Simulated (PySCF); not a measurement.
AlH, SMILES [AlH] (connectivity only; charge and spin as stated), neutral, multiplicity 1.

Geometry optimised at r2SCAN-D4/def2-TZVPD.

These are M06-2X/def2-TZVPD run with PySCF values and carry that method's errors.

Computed frontier levels, gap, dipole moment and polarisability:
```json
{
 "highest_occupied_level": "-6.69 eV",
 "lowest_empty_level": "-1.02 eV",
 "orbital_gap": "5.68 eV",
 "dipole_moment": "0.059 e·Å",
 "quadrupole, principal values (traceless, Buckingham form, about the centre of nuclear charge)": "-7.30, 3.65, 3.65 D·Å",
 "mean_static_polarisability": "45.9 bohr³ (6.81 Å³)",
 "polarisability_principal_values": "43.7, 43.7, 50.4 bohr³"
}
```
